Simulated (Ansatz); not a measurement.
Computed with Ansatz on PBE0-D4/def2-TZVP structures; ΔE is electronic, products minus reactants. CCSD(T)/CBS is the MP2 limit (def2-TZVPP, def2-QZVPP) plus CCSD(T) − MP2 in def2-TZVPP, frozen cores. This one scheme is used for every species. DFT in def2-TZVPP. B3LYP here is the variant with VWN-RPA as its local correlation; programs differ in this. HSE06 is defined as in plane-wave codes. Each species was taken in one conformer, which may not be the lowest.

Consider the ligand exchange at the Al–O bond: `[OH][Al-]1([Cl])[O]C(C(F)(F)F)=CC(C(F)(F)F)=[O+]1` + H–F → `FC(F)(F)C1=CC(C(F)(F)F)=[O+][Al-]([F])([Cl])[O]1` + H₂O.

`[OH][Al-]1([Cl])[O]C(C(F)(F)F)=CC(C(F)(F)F)=[O+]1`:

Cartesian coordinates in Å:
```
O -0.041 -2.413 2.510
Al -0.886 -1.409 1.460
Cl -2.976 -1.456 1.498
O -0.357 0.345 1.567
C 0.015 1.077 0.611
C 0.291 2.530 1.020
F -0.790 3.056 1.579
F 0.634 3.280 -0.025
F 1.286 2.562 1.902
C 0.206 0.679 -0.705
C 0.025 -0.653 -1.052
C 0.311 -1.117 -2.486
F -0.765 -1.701 -2.996
F 1.309 -1.996 -2.477
F 0.654 -0.102 -3.274
O -0.346 -1.581 -0.284
H 0.904 -2.494 2.598
H 0.526 1.392 -1.445
```

H–F:

Z-matrix (Å, degrees):
```
F
H 1 0.920
```

`FC(F)(F)C1=CC(C(F)(F)F)=[O+][Al-]([F])([Cl])[O]1`:

```xyz
17

F    -0.530   -0.440    3.501
C    -1.175   -0.354    2.356
F    -1.887   -1.468    2.176
F    -2.023    0.674    2.413
C    -0.208   -0.161    1.176
C    -0.753   -0.051   -0.095
C     0.075    0.104   -1.198
C    -0.586    0.200   -2.583
F     0.310    0.336   -3.539
F    -1.413    1.246   -2.613
F    -1.303   -0.900   -2.816
O     1.333    0.175   -1.182
Al    2.391    0.122    0.299
F     3.299   -1.243    0.254
Cl    3.278    1.980    0.612
O     1.017   -0.122    1.468
H    -1.824   -0.098   -0.228
```

H₂O:

```xyz
3

O    -0.022    0.161    0.354
H    -0.665    0.221   -0.356
H     0.687   -0.382    0.002
```

| level | ΔE (kcal/mol) | difference from CCSD(T)/CBS |
| --- | --- | --- |
| LDA (SPW92) | -11.1 | 1.0 |
| PBE-D4 | -12.1 | 0.0 |
| revPBE-D4 | -11.9 | 0.2 |
| BLYP-D4 | -12.4 | -0.3 |
| r2SCAN-D4 | -12.6 | -0.5 |
| B97M-V | -13.2 | -1.1 |
| PBE0-D4 | -11.8 | 0.3 |
| B3LYP-D4 | -12.2 | -0.1 |
| r2SCANh-D4 | -12.4 | -0.3 |
| r2SCAN0-D4 | -12.2 | -0.1 |
| BHLYP-D4 | -12.2 | -0.1 |
| CAM-B3LYP-D4 | -12.3 | -0.2 |
| ωB97M-V | -12.2 | -0.1 |
| PBE-QIDH | -11.8 | 0.3 |
| PBE | -12.6 | -0.5 |
| revPBE | -13.1 | -1.0 |
| BLYP | -13.5 | -1.4 |
| r2SCAN | -12.8 | -0.7 |
| PBE0 | -12.4 | -0.3 |
| B3LYP | -13.1 | -1.0 |
| r2SCANh | -12.6 | -0.5 |
| HSE06 | -12.3 | -0.2 |
| BHLYP | -12.9 | -0.8 |
| CAM-B3LYP | -12.9 | -0.8 |
| LC-ωPBE | -12.7 | -0.6 |
| RPA@PBE/def2-TZVPP | -12.1 | 0.0 |
| HF/def2-SVP | -13.2 | -1.1 |
| MP2/def2-SVP | -12.4 | -0.3 |
| CCSD/def2-SVP | -12.9 | -0.8 |
| CCSD(T)/def2-SVP | -12.7 | -0.6 |
| MP2/def2-TZVPP | -11.3 | 0.8 |
| SCS-MP2/def2-TZVPP | -11.9 | 0.2 |
| CCSD/def2-TZVPP | -12.0 | 0.1 |
| CCSD(T)/def2-TZVPP | -11.7 | 0.4 |
| HF/def2-QZVPP | -13.8 | -1.7 |
| MP2/def2-QZVPP | -11.6 | 0.5 |
| SCS-MP2/def2-QZVPP | -12.3 | -0.2 |
| HF/CBS(def2) | -13.8 | -1.7 |
| MP2/CBS(def2) | -11.6 | 0.5 |
| CCSD/CBS(def2) | -12.3 | -0.2 |
| CCSD(T)/CBS | -12.1 | 0 |

Largest T1 diagnostic among the species: 0.015.

In def2-TZVPP, CCSD(T) changes the Hartree–Fock value by +1.6 kcal/mol (the triples alone add +0.3 kcal/mol) and MP2 by +2.0 kcal/mol. Leaving LDA and LC-ωPBE aside and taking each functional with its dispersion term where it has one, the values, not all of them listed here, spread over 1.4 kcal/mol, from B97M-V to HSE06-D4. LDA lies +1.5 kcal/mol from PBE without D4. The D4 term adds +0.9 kcal/mol with B3LYP and +0.5 kcal/mol with PBE0; it sums over pairs of atoms, weighted by their polarisabilities, and B3LYP, whose exchange is more repulsive, gets the larger term.
